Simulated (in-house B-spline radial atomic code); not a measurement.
## Solving the quasi-particle equation for 3d of the zinc ion Zn²⁺

Configuration [Ar] 3d10, start LDA VWN5; correlation leaves out the 5 deepest shells. Computed with an all-electron radial atomic-structure program (B-spline basis): all electrons, scalar-relativistic (spin-free one-electron X2C), finite nucleus, each spin shell either full or empty, empty states to l = 9 with an (l + 1/2)⁻⁴ tail; G0W0 by contour deformation at full frequency.

At the mean-field level ε = -31.232 eV the matrix elements are Σx = -52.145 eV, v_xc = -40.297 eV and Σc(ε) = 1.864 eV, and the slope of the correlation self-energy is dΣc/dω = -0.1033. The quasi-particle energy solves E = ε + Σx − v_xc + Σc(E).

What does the linearised equation give?

Z = 1/(1 − dΣc/dω) = 1/1.1033 = 0.9064. The first-order shift is Σx − v_xc + Σc(ε) = -52.145 − (-40.297) + (1.864) = -9.984 eV, so E ≈ ε + Z × shift = -31.232 + 0.9064 × (-9.984) = -40.281 eV.

How does that compare with the full solution and with static screening?

Solving the equation at full frequency dependence gives E = -40.109 eV, where Σc = 2.971 eV and the weight is 0.773; the linearised value is off by 173 meV; so low a weight means that a satellite takes much of the strength. Leaving Z out would give -41.216 eV. Static COHSEX puts -2.293 eV in place of Σc and gives -45.373 eV, 5.26 eV deeper. The tabulated removal energy is 39.723 eV (NIST, measured); the run leaves out spin-orbit coupling, Breit and QED terms.
